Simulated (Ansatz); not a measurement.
Cartesian coordinates (Å):
SMILES: C1(COC=1)O
```xyz
9

O      1.4289    -1.1465     0.0081
C      0.4374    -0.2297    -0.0238
C      0.2296     1.0650    -0.2690
O     -1.1643     1.0493    -0.0315
C     -1.0284    -0.3878     0.2566
H      2.2668    -0.7279    -0.2232
H      0.7515     1.9647    -0.5514
H     -1.3149    -0.6057     1.2853
H     -1.6066    -0.9814    -0.4511
```
Charge 0, multiplicity 1.

Method: frozen-core CCSD(T)/cc-pVTZ // B3LYP-D3(BJ)/def2-TZVP (Ansatz, an electronic-structure program).

```
Item                            Value
----------------------  -------------
HF energy               -265.65974 Ha
MP2 correlation energy    -0.95355 Ha
```

Question: Estimate the CCSD correlation energy, the (T) correction, the total energy and the T1 diagnostic.

Answer: 
The CCSD correlation energy comes out as -0.97038 Ha. The (T) correction comes out as -0.04351 Ha and the CCSD(T) total energy comes out as -266.67362 Ha. The T1 diagnostic is 0.013.
